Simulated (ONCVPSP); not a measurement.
## Ag (Z = 47), ONCV: configuration errors across variants

ONCVPSP 4.0.1 input, shortened (lines: element, Z, core and valence counts, functional; n l f; lmax; l rc ep ncon nbas qcut; lloc lpopt rc5 dvloc0; l nproj debl; icmod fcfact rcfact), LDA (Perdew-Zunger), scalar-relativistic:

```
  Ag 47.00    6    4        3      upf
    1    0    2.00
    2    0    2.00
    2    1    6.00
    3    0    2.00
    3    1    6.00
    3    2   10.00
    4    0    2.00
    4    1    6.00
    4    2   10.00
    5    0    1.00
    2
    0    1.40    0.00    5    8    9.20
    1    1.50    0.00    4    8   10.40
    2    1.40    0.00    4    9    9.20
    2    5    1.40    0.00
    0    2    1.70
    1    2    2.80
    2    0    1.70
    0    0.00    0.00
```

All-electron excitation energies from the reference (eV): (1) 4s2 4p6 4d10 5s0 8.102; (2) 4s2 4p6 4d9 5s0 30.485; (3) 4s2 4p6 4d8 5s0 66.919; (4) 4s2 4p6 4d10 5s0.5 3.186.

1 further variants failed, have other tests or too few solved ones, and are left out.

Errors AE − PS in meV (a dash: test not solved or not reliable):

| change | (1) | (2) | (3) | (4) | bound ghosts | GHOST(+) flags above zero |
| --- | --- | --- | --- | --- | --- | --- |
| base | -1.1 | -3.8 | -6.2 | -0.5 | none | s |
| d: nproj 1; local potential polynomial inside 0.95 bohr (lpopt 5, dvloc0 0 Ha) | -1.1 | -2.2 | +1.9 | -0.5 | none | s |
| p: ncon 5, nbas 9 | -1.1 | -3.9 | -6.9 | -0.5 | none | s |

Task: Give the same row for: s: qcut 5.9.

Result: -1.4, -3.9, -6.2, -0.5; bound ghosts: none; GHOST(+) flags above zero: s.
